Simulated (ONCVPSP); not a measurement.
# Te: ONCV pseudisation with PW91, scalar-relativistic reference atom.

Input for ONCVPSP 4.0.1:

```
# ATOM AND REFERENCE CONFIGURATION
# atsym  z   nc   nv     iexc    psfile
  Te 52.00    9    2  -109134      upf
#
#   n    l    f
    1    0    2.00
    2    0    2.00
    2    1    6.00
    3    0    2.00
    3    1    6.00
    3    2   10.00
    4    0    2.00
    4    1    6.00
    4    2   10.00
    5    0    2.00
    5    1    4.00
#
# PSEUDOPOTENTIAL AND OPTIMIZATION
# lmax
    2
#
#   l,   rc,      ep,       ncon, nbas, qcut
    0    1.90    0.00    5    9    3.50
    1    0.90    0.00    4    8    8.30
    2    1.65    0.20    4    7    6.90
#
# LOCAL POTENTIAL
# lloc, lpopt,  rc(5),   dvloc0
    4    5    0.85   -1.00
#
# VANDERBILT-KLEINMAN-BYLANDER PROJECTORs
# l, nproj, debl
    0    2    2.50
    1    2    1.50
    2    2    3.70
#
# MODEL CORE CHARGE
# icmod, fcfact, rcfact
    0    0.00    0.00
#
# LOG DERIVATIVE ANALYSIS
# epsh1, epsh2, depsh
   -2.00    5.00    0.02
#
# OUTPUT GRID
# rlmax, drl
    6.00    0.01
#
# TEST CONFIGURATIONS
# ncnf
    4
# nvcnf
#   n    l    f
    2
    5    0    2.00
    5    1    3.00
#
    2
    5    0    2.00
    5    1    2.00
#
    2
    5    0    2.00
    5    1    1.00
#
    2
    5    0    1.00
    5    1    4.00
#
```

Command:

```bash
oncvpsp.x < Te.dat > Te.out
```

Resulting log (shortened: citation, most of the input echo, consistency checks and plot data are left out):

```
[... start of the log left out ...]
         0.00010     0.00272      241.54
         0.00001     0.00027      277.55

Calculating optimized projector #   2

 for l=   1

    Fraction of norm inside rc  0.030903
    Optimizing pswf for qcut=   8.31 a_B^-1,  ecut=  34.50 Ha
    Residual kinetic energy error=  2.70D-03 Ha

    Energy error per electron        Cutoff
         Ha          eV             Ha
         0.01000     0.27211       18.25
         0.00100     0.02721       47.15
         0.00010     0.00272      215.09
         0.00001     0.00027      344.06

   Wellstate for l =  2  n =  5
     eigenvalue =   0.2000
     asymptotic potential =   0.7000
     half-point radius =  6.0224

   Wellstate for l =  2  n =  7
     eigenvalue =   3.9000
     asymptotic potential =   4.4000
     half-point radius =  3.4347

Calculating optimized projector #   1

 for l=   2

    Fraction of norm inside rc  0.034162
    Optimizing pswf for qcut=   6.90 a_B^-1,  ecut=  23.80 Ha

optimize: ERROR ps0norm > uunorm, code will stop
```

The run stopped because the continuity conditions at rc already need more norm inside rc than the all-electron wave has, so norm conservation cannot be met.

The run took about 1.6 s on one core of a shared server CPU.
